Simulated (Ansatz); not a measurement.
Total energies of `CCSBF`.

```xyz
11

C     1.418    0.259   -0.415
C     0.419   -0.812   -0.034
S    -0.621   -0.338    1.383
B    -1.966    0.492    0.558
F    -2.937    1.024    1.285
H     2.059   -0.092   -1.228
H     2.054    0.524    0.432
H     0.909    1.165   -0.749
H     0.923   -1.730    0.273
H    -0.239   -1.063   -0.868
H    -2.018    0.572   -0.637
```

Charge 0, multiplicity 1. Geometry: relaxed with PBE0-D4/def2-TZVP. It is one conformer, not always the lowest. Basis def2-TZVPP, Ansatz.

RPA on PBE orbitals: Hartree–Fock energy of these orbitals -601.00543 Eh, correlation -1.44128 Eh (frozen core).

```
             functional  energy without D4 (Eh)  D4 term (kJ/mol)
            LDA (SPW92)              -599.83638                 –
                    PBE              -602.46197             -20.6
                 revPBE              -602.74394             -67.0
                   BLYP              -602.81291             -46.1
                 B97M-V              -602.76289                 –
                   PBE0              -602.51634             -17.3
                r2SCAN0              -602.72555              -5.9
HSE06 (plane-wave form)              -602.49808             -16.1
                  BHLYP              -602.78453             -24.3
              CAM-B3LYP              -602.80936             -17.4
                LC-ωPBE              -602.64665                 –
                ωB97X-V              -602.76382                 –
                ωB97M-V              -602.77858                 –
                 B2PLYP              -602.60358                 –
```

(1) Give the same for r2SCAN, B3LYP, r2SCANh, PBE-QIDH. (Best estimate.)

B3LYP takes the VWN-RPA correlation (the form of Gaussian; ORCA's B3LYP/G). HSE06 is the plane-wave form, built on full-range PBE exchange. The double hybrids freeze the cores in their second-order part.

Results:

(1) Ansatz gave: 
| functional | energy without D4 (Eh) | D4 term (kJ/mol) |
| --- | --- | --- |
| r2SCAN | -602.74985 | -5.1 |
| B3LYP | -602.91388 | -33.2 |
| r2SCANh | -602.73968 | -5.4 |
| PBE-QIDH | -602.40603 | – |

LC-ωPBE has ω = 0.4 bohr⁻¹.
